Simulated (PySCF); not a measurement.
Vertical excitations of a molecule C₃H₈AlCl from TDA-ωB97X/def2-SVPD in PySCF, as energy in eV (oscillator strength): 5.24 (0.000), 6.95 (0.085), 7.02 (0.019), 7.44 (0.017), 7.58 (0.005), 7.65 (0.047), 8.11 (0.005), 8.30 (0.029), 8.31 (0.032), 8.43 (0.163). Lowest triplet (TDA): 4.94 eV. The structure is a stationary point at PBE0-D3(BJ)/def2-SVP. The values are those of a single conformer.

Q: Identify the compound among the candidates.
(A) C[CH](C)[AlH][Cl]
(B) CC[CH2][AlH][Cl]
(C) C[CH2][Al]([CH3])[Cl]

A: A, C[CH](C)[AlH][Cl]
